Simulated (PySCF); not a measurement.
C4H14Al2, singlet, GFN2-xTB optimised geometry.

```
20

Al    -0.19     0.19     0.00
Al     1.87    -0.22     1.74
H      1.62     0.19     0.00
C     -0.91    -1.37    -0.99
H     -1.30    -2.15    -0.32
H     -0.15    -1.86    -1.61
H     -1.73    -1.10    -1.67
C     -0.67     2.11     0.00
H     -1.69     2.34     0.32
H     -0.52     2.63    -0.95
H      0.00     2.60     0.72
H      0.06    -0.22     1.74
C      2.37    -2.14     1.73
H      2.24    -2.67     2.68
H      3.38    -2.35     1.38
H      1.69    -2.63     1.01
C      2.57     1.34     2.75
H      1.81     1.81     3.38
H      2.96     2.12     2.09
H      3.40     1.06     3.43
```

Density from PySCF with CAM-B3LYP/def2-SVP at that geometry.

Minimum of the electron density along straight lines between bonded atoms, close to the bond critical point (lines longer than 1.1 times the sum of covalent radii, or with two minima, are not listed):

| bond | length / Å | ρ at the minimum / e bohr⁻³ | ∇²ρ there / e bohr⁻⁵ | position (fraction from the first atom) |
|---|---|---|---|---|
| Al1–C4 | 1.985 | 0.080 | 0.31 | 0.40 |
| C4–H5 | 1.097 | 0.264 | -0.92 | 0.62 |
| C4–H6 | 1.097 | 0.264 | -0.92 | 0.62 |
| Al1–C8 | 1.983 | 0.080 | 0.31 | 0.40 |
| C8–H10 | 1.095 | 0.265 | -0.92 | 0.62 |
| C8–H11 | 1.100 | 0.263 | -0.90 | 0.62 |
| Al2–C13 | 1.983 | 0.080 | 0.31 | 0.40 |
| C13–H14 | 1.095 | 0.265 | -0.93 | 0.62 |
| C13–H15 | 1.095 | 0.265 | -0.92 | 0.62 |
| C13–H16 | 1.100 | 0.263 | -0.90 | 0.62 |
| Al2–C17 | 1.985 | 0.080 | 0.31 | 0.40 |
| C17–H18 | 1.097 | 0.264 | -0.92 | 0.62 |
| C17–H19 | 1.097 | 0.264 | -0.92 | 0.62 |
